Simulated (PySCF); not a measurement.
(BeS)4 cube, Be4S4.
Bonds: Be1–S2, Be1–S4, Be1–S6, S2–Be3, S2–Be7, Be3–S4, Be3–S8, S4–Be5, Be5–S6, Be5–S8, S6–Be7, Be7–S8.

Level of theory: PySCF, PBE0-D3(BJ)/def2-SVP geometry optimisation, gas phase.

**Question.** How far are the bound atoms from Be1?

**Answer.** 3 atoms: S2 2.069 Å, S6 2.070 Å, S4 2.070 Å. The nearest atom not counted as bound is Be7, at 2.33 Å (others tie with it).

**Question.** What is the shape at Be1?

**Answer.** Pyramidal: angles 107.9°, 107.9° and 107.8°, sum 323.5°, 0.74 Å off the plane of its three neighbours.

**Question.** Give some angles away from the centre.

**Answer.** Be1–S2–Be3 68.5°, Be5–S6–Be7 68.5°.

**Question.** What are the rotational constants (commonest isotopes, rigid rotor)?

**Answer.** A = 1243, B = 1243, C = 1242 MHz: a spherical top.

Point group: Td (tolerance 0.08 Å). Charge 0, singlet. Not checked by PBE0-D3(BJ)/def2-SVP frequencies.

One conformer stands for the species.
